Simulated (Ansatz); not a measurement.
## Computed against measured: atomisation enthalpy at 298 K

8 molecules holding Si, Ge, B, Al, Ga, P or As; the atomisation enthalpy at 298 K in kJ/mol, computed less measured. Shapes, held fixed at every level: PBE0-D4/def2-TZVP. Flexible molecules stand in one conformer, not always the lowest. Thermal terms are harmonic and unscaled (PBE0-D4/def2-TZVP); the spin-orbit lowering of the free atoms is taken from their spectra. Programs: Ansatz 0.2.0. Measured values: CRC Handbook of Chemistry and Physics, NIST-JANAF tables.

Levels: A = PBE-D4/def2-TZVPP; B = B3LYP-D4/def2-TZVPP; C = MP2/def2-SVP; D = CCSD(T)/CBS estimate.

```
                         molecule  from tabulated heats     A     B     C    D
     BClF2 (chlorodifluoroborane)                  1736   +60   -15   +24   -5
                BHF2 (SMILES FBF)                  1681   +36    -4    +5   -3
         B(OH)O (oxoborinic acid)                  1847   +54   -17   -17  -19
                       B(BCl2)Cl2                  2115   +98   -28    -2  -26
           PH2(PH2) (diphosphine)                  1484   +10   +25  -215   -5
P4S3 (tetraphosphorus trisulfide)                  2248  +142   -53  -489  -70
                       Si(CH3)Cl3                  2714   +76    +6  -115  +43
  Si(SiF3)F3 (hexafluorodisilane)                  3760   -11  -113  -240  -26
```

Sum up the errors.


| level | kind | mean error | mean absolute error | worst case |
| --- | --- | --- | --- | --- |
| PBE-D4/def2-TZVPP | GGA | +58.1 | 60.9 | P4S3 |
| B3LYP-D4/def2-TZVPP | global hybrid | -24.9 | 32.6 | Si(SiF3)F3 |
| MP2/def2-SVP | perturbation theory | -131.1 | 138.4 | P4S3 |
| CCSD(T)/CBS estimate | coupled cluster or CI | -13.9 | 24.6 | P4S3 |

On this set CCSD(T)/CBS estimate has the smallest mean absolute error and MP2/def2-SVP the largest. PBE-D4/def2-TZVPP is too high in 7 of 8; B3LYP-D4/def2-TZVPP is too low in 6 of 8; MP2/def2-SVP is too low in 6 of 8; CCSD(T)/CBS estimate is too low in 7 of 8. The heats of PH2(PH2), Si(SiF3)F3 come from older tables and can be uncertain by 10 kJ/mol or more. The tabulated values of BClF2, BHF2, B(OH)O, B(BCl2)Cl2, P4S3, Si(CH3)Cl3 are in doubt (older tables, estimates, or at odds with other calculations) and kept here. For CCSD(T)/CBS estimate the error grows with the size of the molecule. Correlated wave functions converge slowly with the basis. T1 is large for P4S3 (0.022), so single-reference values are less sure there. The CBS estimate extrapolates MP2 from def2-TZVPP and def2-QZVPP and adds CCSD(T) − MP2 in the triple-zeta set, cores frozen. The set is small.
